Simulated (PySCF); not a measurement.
Zn(Cl)(OH) (ClHOZn), SMILES [Cl][Zn][OH].

Geometry: B3LYP-D3(BJ)/def2-TZVP. One conformer was computed; it need not be the lowest.

Computed with PySCF 2.14.0 with TDA-CAM-B3LYP/def2-SVPD.

Vertical excitations. Gas-phase values at a fixed geometry. State labels are in the subgroup Cs.

Computed UV-visible absorptions:
```csv
state,symmetry,energy (eV),λ (nm),f,main pairs
S1,A",5.68,218,0.011,HOMO→LUMO 93 %
S2,A',6.33,196,0.024,HOMO−1→LUMO 93 %
S3,A",6.54,190,0.067,HOMO−2→LUMO 90 %
S4,A',6.87,181,0.099,"HOMO−3→LUMO 77 %, HOMO→LUMO+2 15 %"
S5,A",7.23,171,0.000,HOMO→LUMO+1 95 %
S6,A',7.70,161,0.015,"HOMO−1→LUMO+1 53 %, HOMO→LUMO+2 34 %"
S7,A",7.88,157,0.000,"HOMO−1→LUMO+2 73 %, HOMO−2→LUMO+1 23 %"
S8,A',7.90,157,0.011,"HOMO−4→LUMO 51 %, HOMO→LUMO+2 17 %, HOMO−1→LUMO+1 17 %"
S9,A",7.93,156,0.003,"HOMO−2→LUMO+1 72 %, HOMO−1→LUMO+2 23 %"
S10,A',8.16,152,0.017,"HOMO−3→LUMO+1 51 %, HOMO−2→LUMO+2 41 %"
T1,A",5.25,236,0,HOMO→LUMO 86 %
T2,A',5.84,212,0,"HOMO−1→LUMO 57 %, HOMO−3→LUMO 35 %"
T3,A",6.11,203,0,HOMO−2→LUMO 84 %
T4,A',6.11,203,0,"HOMO−3→LUMO 56 %, HOMO−1→LUMO 35 %"
```
Triplets are in the Tamm–Dancoff approximation.
